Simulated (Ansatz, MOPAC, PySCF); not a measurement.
Molecule: C$_{2}$H$_{2}$F$_{2}$, charge 0, multiplicity 1. SMILES: F/C=C/F
Structure (B3LYP-D3(BJ)/def2-TZVP (Ansatz, a program for electronic structure) minimum search):
```xyz
6

F      1.6237    -0.7088     0.0066
C      0.6296     0.1973    -0.0125
C     -0.6296    -0.1973     0.0125
F     -1.6237     0.7088    -0.0066
H      0.9618     1.2250    -0.0485
H     -0.9618    -1.2250     0.0485
```

Unscaled harmonic wavenumbers (cm⁻¹) in rising order, each level at the stationary point that it reaches from this structure (no distance between atoms moves by over 0.3 Å); the order of modes can differ between levels, and a negative number is imaginary. B3LYP-D3(BJ)/def2-TZVP (PySCF, at the structure above): 320, 337, 557, 829, 910, 1148, 1167, 1297, 1312, 1750, 3218, 3224.

AM1 (MOPAC): 309, 364, 618, 846, 926, 1297, 1303, 1350, 1525, 1853, 3162, 3175. Zero-point energy 23.9 against 23.0 kcal/mol; where all levels lie over 400 cm⁻¹, the wavenumbers are on average 1.063 times those of B3LYP-D3(BJ)/def2-TZVP.

HF/3-21G (Ansatz): 334, 370, 587, 1010, 1095, 1226, 1264, 1432, 1443, 1952, 3459, 3464. Zero-point energy 25.2 against 23.0 kcal/mol; where all levels lie over 400 cm⁻¹, the wavenumbers are on average 1.110 times those of B3LYP-D3(BJ)/def2-TZVP.

HF/6-31G* (Ansatz): 346, 378, 603, 947, 1044, 1262, 1280, 1427, 1428, 1954, 3448, 3458. Zero-point energy 25.1 against 23.0 kcal/mol; where all levels lie over 400 cm⁻¹, the wavenumbers are on average 1.102 times those of B3LYP-D3(BJ)/def2-TZVP.
